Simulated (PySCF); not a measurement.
BrFH3NOSi. Atoms are numbered in the order given.

```xyz
8

N     -1.3480     0.5443     1.6256
Si    -0.0162     0.5787     0.5667
O      0.0762     1.9973    -0.2499
F      1.2754     0.3368     1.5046
Br     0.0350    -0.9787    -0.9950
H     -2.2887     0.6377     1.2589
H     -1.3240    -0.0889     2.4178
H     -0.0376     2.7841     0.2943
```
Charge 0, spin multiplicity 1.

Coordinates come from a PBE0-D3(BJ)/def2-SVP optimisation. The structure was generated by enumeration, and PubChem lists no compound with its InChIKey, so it may never have been made. Other conformers were not sampled.

Computed with B3LYP/pcSseg-1 (PySCF).

GIAO shieldings, no solvent; atoms listed in one row are averaged. δ = σ(ref) − σ: ¹⁵N against NH3 (σ = 265.5 ppm); ²⁹Si against TMS (σ = 338.7 ppm); ¹⁷O against H2O (σ = 333.8 ppm); ¹⁹F against CFCl3 (σ = 161.7 ppm); ¹H against TMS (σ = 31.68 ppm), references at their B3LYP-D3(BJ)/def2-TZVP geometries, non-relativistic (without spin–orbit terms, shifts of atoms bonded to Cl or Br come out too high).

| nucleus | atoms | count | δ (ppm) |
|---|---|---|---|
| ¹⁵N | N1 | 1 | 41.7 |
| ²⁹Si | Si2 | 1 | -30.2 |
| ¹⁷O | O3 | 1 | 77.1 |
| ¹⁹F | F4 | 1 | -134.6 |
| ¹H | H8 | 1 | 2.58 |
| ¹H | H7 | 1 | 1.51 |
| ¹H | H6 | 1 | 1.20 |
